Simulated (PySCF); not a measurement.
CH3ClF2OSn, SMILES C[O][Sn]([F])([F])[Cl].

Geometry: PBE0-D3(BJ)/def2-SVP. The structure was generated by enumeration; whether it is a known compound was not checked. The def2 effective core potentials stand for the cores of Sn; spin–orbit coupling is left out. One conformer was computed; it need not be the lowest.

The numbers are results of PySCF 2.14.0 with IEF-PCM-M06-2X/def2-SVP, not measurements.

The values are the electrostatic part of the solvation free energy, E(continuum) − E(gas) at the gas-phase geometry, in a cavity of scaled van der Waals radii (PySCF's table); cavitation and dispersion terms are not included. A continuum can't describe solvent molecules that bind to the metal. In vacuum the orbital gap is 8.75 eV. The dipole moment in vacuum is 1.84 D.

Computed values in water (ε = 78.36), chloroform (ε = 4.71), ethanol (ε = 24.85):
```csv
solvent,ε,ΔG(elec) (kcal/mol),dipole (D),gap (eV)
water,78.36,-5.7,2.09,8.56
chloroform,4.71,-4.1,2.04,8.61
ethanol,24.85,-5.5,2.09,8.57
```
